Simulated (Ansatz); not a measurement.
Input file for Ansatz (an electronic-structure program): U-CCSD(T)/cc-pVQZ on O2 (SMILES O=O), 2S+1 = 1, a spin state set in the input, which need not be the lowest, at the other state's geometry.

Ansatz 0.2 input:
```yaml
crystal:
  periodic: [false, false, false]
  atoms:
    - {symbol: O, position_ang: [-0.00000000, -0.00000000, -0.60212665]}
    - {symbol: O, position_ang: [0.00000000, 0.00000000, 0.60212665]}
basis:
  gaussian:
    orbitals: cc-pVQZ
correlation: {method: ccsd_t, electrons: outside_noble_gas}
scf: {omitted_lower_state_checks: [cluster_reference]}
magnetization: {spin_polarized: true, initial_magnetization: 0}
```

Output:

```
WARN ansatz: RAYON_NUM_THREADS=2 ignored (pool sized by the plan → 2); use --threads N
Functional definition: HF
these checks for a lower state are left out or cut short: cluster_reference
integrals: 0.23 GiB planned
691 factors; integrals over basis functions are off by at most 1.1e-3 eV
mean field: 0.23 GiB planned
mean field evaluation 1: about -4070.2498 eV, gradient 1.4e1 eV
mean field evaluation 2: about -4070.2500 eV, gradient 1.4e1 eV
mean field evaluation 4: about -4070.8672 eV, gradient 9.0e-1 eV
mean field evaluation 8: about -4070.8721 eV, gradient 3.0e-4 eV
mean field evaluation 16: about -4071.3855 eV, gradient 1.1e0 eV
mean field evaluation 32: about -4070.9639 eV, gradient 6.2e0 eV
mean field evaluation 64: about -4070.8721 eV, gradient 7.2e-2 eV
mean field evaluation 96: about -4071.9065 eV, gradient 9.0e0 eV
mean field -4072.48974416 eV, -149.6612376652 hartree, gradient 2.8e-6 eV, S^2 1.022866; 14 other end points of the search recorded, 0 dependent functions left out
2 core orbitals not correlated
reference -4072.48974416 eV, -149.6612376652 hartree; 6, 6 occupied and 102, 102 virtual orbitals, 691 factors
second order -12.46848729 eV of doubles, -0.00000000 eV of singles
coupled cluster: 0.63 GiB planned
cycle   1  -12.13878463 eV  change    3.3e-1 eV  update   1.1e-1
cycle   2  -12.64269434 eV  change   -5.0e-1 eV  update   4.3e-2
cycle   3  -12.84635792 eV  change   -2.0e-1 eV  update   3.6e-2
cycle   4  -12.87385863 eV  change   -2.8e-2 eV  update   1.8e-2
cycle   5  -12.88938850 eV  change   -1.6e-2 eV  update   5.7e-3
cycle   6  -12.89218593 eV  change   -2.8e-3 eV  update   2.6e-3
cycle   7  -12.89232402 eV  change   -1.4e-4 eV  update   1.7e-3
cycle   8  -12.89452915 eV  change   -2.2e-3 eV  update   1.1e-3
cycle   9  -12.89410768 eV  change    4.2e-4 eV  update   4.1e-4
cycle  10  -12.89471788 eV  change   -6.1e-4 eV  update   1.1e-4
cycle  11  -12.89471338 eV  change    4.5e-6 eV  update   4.2e-5
cycle  12  -12.89465045 eV  change    6.3e-5 eV  update   2.2e-5
cycle  13  -12.89466380 eV  change   -1.3e-5 eV  update   1.1e-5
cycle  14  -12.89465752 eV  change    6.3e-6 eV  update   5.0e-6
coupled cluster: 0.63 GiB planned
perturbative correction -0.61704443 eV, -0.0226759645 hartree
WARN: the results are in doubt because among natural orbitals full CI differs from the method by +0.775 eV
Total energy: -4086.00144610 eV, -150.1577835531 hartree
In doubt: among natural orbitals full CI differs from the method by +0.775 eV
Checks for a lower state left out: cluster_reference
```

The run converged. Its determinant has ⟨S²⟩ = 1.02, a mixture of spin states.

Warnings raised: large difference.

Cost: about 15 core-seconds (a rough figure).
